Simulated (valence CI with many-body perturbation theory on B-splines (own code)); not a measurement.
# Pb68+: electric-dipole lines

Computed by configuration interaction combined with many-body perturbation theory (CI+MBPT): four valence electrons over a frozen Dirac-Fock core [Ne], a basis of 11 s, 11 p, 10 d, 8 f, 5 g, 2 h functions for each j, with the one-electron correlation potential Σ1 (screened to all orders), the two-electron term Σ2, the three-electron term Σ3, Breit, model QED; selected single and double excitations, second order for the rest, scaled by the run's own slope (own B-spline code, finite nucleus).

The last digits are not significant, and no measured levels were compared; by estimate large intervals hold to a few tenths of a per cent, small ones and those within an open d or f shell to about a per cent. Among the levels kept, up to 570 cm⁻¹ of a level comes from second order outside the variational space, and about a tenth of that is noise between levels of different J, which matters for small intervals.

Lines 151 to 200 of 545 in falling wavelength, among levels below 186.92 Ry, chosen from the strongest by gf and those to the six lowest levels. Wavelengths and rates use the calculated energies. Electric multipoles are in the length gauge, E1 and E2 with the static RPA response of the core. Weak lines are less certain than strong ones. Lines between different terms over intervals too small for the method are left out, as are lines whose strength nearly cancels. The highest levels of a list are the least certain.

Levels are named by their leading jj configuration (3d3/2^4 stands for four electrons in 3d with j = 3/2), which in mixed levels can hold well under half, so a name can repeat and another be missing. Letters in brackets count levels of one name in rising energy.

```tsv
λ vac (nm)	Upper	Lower	A (s⁻¹)	log gf	Branch %
3.087	(3s 3p1/2 3d5/2^2) J=3 [b]	(3s 3p1/2 3p3/2 3d5/2) J=3 [c]	1.39e+11	-0.86	9.0
3.082	(3p1/2^2 3d3/2 3d5/2) J=4	(3p1/2^2 3p3/2 3d3/2) J=3	3.26e+11	-0.38	52.7
3.079	(3s 3p1/2 3p3/2 3d5/2) J=2 [d]	(3s 3p1/2 3p3/2^2) J=1 [b]	5.73e+11	-0.39	8.1
3.077	(3p1/2^2 3d3/2 3d5/2) J=1	(3p1/2^2 3p3/2 3d3/2) J=1	1.70e+11	-1.14	26.1
3.076	(3s^2 3p3/2 3d5/2) J=1	(3s^2 3p3/2^2) J=0	5.32e+11	-0.65	75.4
3.076	(3s 3p1/2 3d5/2^2) J=3 [a]	(3s 3p1/2 3p3/2 3d5/2) J=2 [b]	8.74e+10	-1.06	9.0
3.073	(3p1/2^2 3d5/2^2) J=4	(3s 3p1/2 3d3/2 3d5/2) J=3 [a]	1.28e+11	-0.79	14.7
3.072	(3s^2 3d3/2 3d5/2) J=2	(3s^2 3p3/2 3d3/2) J=2	2.00e+11	-0.85	2.0
3.071	(3p1/2^2 3p3/2 3d5/2) J=3	(3p1/2^2 3p3/2^2) J=2	4.88e+11	-0.32	22.4
3.071	(3s^2 3d3/2 3d5/2) J=2	(3s^2 3p3/2 3d3/2) J=1	3.43e+11	-0.62	3.4
3.070	(3s 3p1/2^2 3d5/2) J=3	(3s 3p1/2^2 3p3/2) J=2	3.62e+11	-0.45	85.3
3.068	(3s 3p3/2^2 3d5/2) J=3 [b]	(3s 3p3/2^3) J=2	1.12e+11	-0.96	1.8
3.067	(3s^2 3p1/2 3d5/2) J=2	(3s^2 3p1/2 3p3/2) J=1	4.83e+11	-0.47	87.4
3.066	(3s 3p1/2 3p3/2 3d5/2) J=1 [c]	(3s 3p1/2 3p3/2^2) J=1 [a]	4.16e+11	-0.76	24.8
3.066	(3s 3p1/2 3d5/2^2) J=0	(3s 3p1/2 3p3/2 3d5/2) J=1 [b]	5.88e+11	-1.08	50.1
3.061	(3s 3p1/2 3d3/2 3d5/2) J=4 [a]	(3s 3p1/2 3p3/2 3d3/2) J=3 [a]	3.54e+11	-0.35	71.3
3.058	(3p1/2^2 3p3/2 3d5/2) J=2	(3s 3p1/2 3p3/2 3d3/2) J=2 [a]	1.69e+11	-0.93	9.9
3.057	(3s 3p1/2 3p3/2 3d5/2) J=2 [b]	(3s 3p1/2 3p3/2^2) J=3	1.34e+11	-1.03	6.2
3.054	(3s 3p3/2^2 3d5/2) J=2 [a]	(3s 3p3/2^3) J=2	6.90e+11	-0.32	20.8
3.053	(3s 3p1/2 3d3/2 3d5/2) J=4 [c]	(3s 3p1/2 3p3/2 3d3/2) J=3 [c]	1.59e+11	-0.70	2.1
3.051	(3s 3p1/2 3p3/2 3d5/2) J=2 [c]	(3s 3p1/2 3p3/2^2) J=1 [a]	5.00e+11	-0.46	21.2
3.050	(3s 3p1/2 3d5/2^2) J=2 [a]	(3s 3p1/2 3p3/2 3d5/2) J=3 [a]	1.40e+11	-1.01	13.2
3.050	(3p1/2^2 3d3/2 3d5/2) J=3	(3p1/2^2 3p3/2 3d3/2) J=2	2.16e+11	-0.68	38.8
3.048	(3s 3p1/2 3p3/2 3d5/2) J=3 [a]	(3s 3p1/2 3p3/2^2) J=2 [a]	5.65e+11	-0.26	75.6
3.046	(3s 3p1/2 3d3/2 3d5/2) J=2 [c]	(3s 3p1/2 3p3/2 3d3/2) J=1 [b]	3.16e+11	-0.66	4.9
3.045	(3s 3p1/2 3p3/2 3d5/2) J=3 [d]	(3s 3p1/2 3p3/2^2) J=2 [b]	6.18e+11	-0.22	14.9
3.043	(3s 3p1/2 3d3/2 3d5/2) J=3 [a]	(3s 3p1/2 3p3/2 3d3/2) J=2 [a]	4.43e+11	-0.37	76.3
3.042	(3s 3p1/2 3d5/2^2) J=3 [a]	(3s 3p1/2 3p3/2 3d5/2) J=4 [b]	9.17e+10	-1.05	9.4
3.041	(3s^2 3d3/2 3d5/2) J=1	(3s^2 3p3/2 3d3/2) J=0	2.73e+11	-0.95	2.8
3.040	(3s 3p1/2 3p3/2 3d5/2) J=2 [c]	(3s 3p1/2 3p3/2^2) J=2 [b]	1.99e+11	-0.86	8.4
3.040	(3s 3p1/2 3d3/2 3d5/2) J=5	(3s 3p1/2 3p3/2 3d3/2) J=4	4.22e+11	-0.19	88.1
3.039	(3s 3p1/2 3p3/2 3d5/2) J=1 [b]	(3s 3p1/2 3p3/2^2) J=0	3.05e+11	-0.90	16.0
3.033	(3s^2 3d3/2 3d5/2) J=1	(3s^2 3p3/2 3d3/2) J=1	2.55e+11	-0.98	2.6
3.032	(3s 3p1/2 3d5/2^2) J=1 [b]	(3s 3p1/2 3p3/2 3d5/2) J=2 [c]	2.55e+11	-0.98	17.8
3.024	(3p1/2^2 3d3/2 3d5/2) J=1	(3p1/2^2 3p3/2 3d3/2) J=0	1.81e+11	-1.13	27.9
3.022	(3s 3p1/2 3d3/2 3d5/2) J=1 [a]	(3s 3p1/2 3p3/2 3d3/2) J=1 [a]	2.26e+11	-1.03	33.1
3.022	(3s 3p3/2^2 3d5/2) J=2 [c]	(3s 3p3/2^3) J=1	1.05e+12	-0.14	9.9
3.019	(3s^2 3d3/2 3d5/2) J=4	(3s^2 3p3/2 3d3/2) J=3	5.49e+11	-0.17	7.2
3.019	(3s 3p1/2 3d3/2 3d5/2) J=4 [b]	(3s 3p1/2 3p3/2 3d3/2) J=4	7.08e+10	-1.06	7.6
3.018	(3p1/2^2 3d5/2^2) J=0	(3p1/2^2 3p3/2 3d5/2) J=1	7.21e+11	-1.01	61.2
3.017	(3s 3p1/2 3d5/2^2) J=1 [b]	(3s 3p1/2 3p3/2 3d5/2) J=1 [c]	2.07e+11	-1.07	14.4
3.011	(3s 3p1/2 3d5/2^2) J=3 [a]	(3s 3p1/2 3p3/2 3d5/2) J=3 [b]	4.15e+11	-0.40	42.8
3.007	(3p1/2^2 3d5/2^2) J=4	(3p1/2^2 3p3/2 3d5/2) J=4	1.60e+11	-0.71	18.4
3.003	(3s 3p1/2 3d3/2 3d5/2) J=2 [a]	(3s 3p1/2 3p3/2 3d3/2) J=1 [a]	2.52e+11	-0.77	15.8
3.001	(3s 3p1/2 3d3/2 3d5/2) J=1 [a]	(3s 3p1/2 3p3/2 3d3/2) J=0 [a]	2.86e+11	-0.94	41.7
3.000	(3s^2 3d5/2^2) J=0	(3s^2 3p3/2 3d5/2) J=1	1.25e+12	-0.77	93.7
2.995	(3s^2 3p3/2 3d5/2) J=3	(3s^2 3p3/2^2) J=2	9.66e+11	-0.04	99.5
2.992	(3s 3p1/2 3d5/2^2) J=2 [b]	(3s 3p1/2 3p3/2 3d5/2) J=2 [b]	2.92e+11	-0.71	21.7
2.982	(3s 3p1/2 3d3/2 3d5/2) J=4 [c]	(3s 3p1/2 3p3/2 3d3/2) J=3 [b]	3.35e+11	-0.40	4.4
2.973	(3p1/2^2 3d5/2^2) J=2	(3p1/2^2 3p3/2 3d5/2) J=2	3.66e+11	-0.61	36.7
```
